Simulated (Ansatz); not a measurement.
Start from `[Cl][Mg][Cl]` and change one element to get `[Cl][Zn][Cl]`.

Ansatz, PBE0-D4/def2-TZVP geometries, multiplicity 1. 

Outer-core shells of Mg, Zn are correlated without core-valence functions. Scalar relativity is left out up to krypton.

```tsv
property	`[Cl][Mg][Cl]`
vertical ionisation energy (CCSD(T)/def2-TZVPP) / eV	11.68
LUMO energy (PBE/def2-TZVPP) / eV	-2.50
HOMO energy (B3LYP/def2-TZVPP) / eV	-8.73
size of the dipole moment (PBE/def2-TZVPP) / D	0.01
HOMO–LUMO gap (ωB97M-V/def2-TZVPP) / eV	10.92
HOMO energy (PBE0/def2-TZVPP) / eV	-9.02
```

**Question.** Give the same properties after the change, and the shifts. (An estimate is asked.)

**Answer.** Ansatz gave: 
```json
{"property": "vertical ionisation energy (CCSD(T)/def2-TZVPP) / eV", "`[Cl][Zn][Cl]`": "11.78", "shift": "0.10"}
{"property": "LUMO energy (PBE/def2-TZVPP) / eV", "`[Cl][Zn][Cl]`": "-2.57", "shift": "-0.07"}
{"property": "HOMO energy (B3LYP/def2-TZVPP) / eV", "`[Cl][Zn][Cl]`": "-8.86", "shift": "-0.13"}
{"property": "size of the dipole moment (PBE/def2-TZVPP) / D", "`[Cl][Zn][Cl]`": "0.00", "shift": "-0.01"}
{"property": "HOMO–LUMO gap (ωB97M-V/def2-TZVPP) / eV", "`[Cl][Zn][Cl]`": "11.58", "shift": "0.66"}
{"property": "HOMO energy (PBE0/def2-TZVPP) / eV", "`[Cl][Zn][Cl]`": "-9.15", "shift": "-0.13"}
```

With PBE0 the HOMO falls by 0.13 eV and the LUMO rises by 0.15 eV, so the gap widens by about 0.28 eV. PBE moves the HOMO by -0.12 eV and ωB97M-V by -0.10 eV.

B3LYP here is the variant with VWN-RPA as its local correlation; programs differ in this.
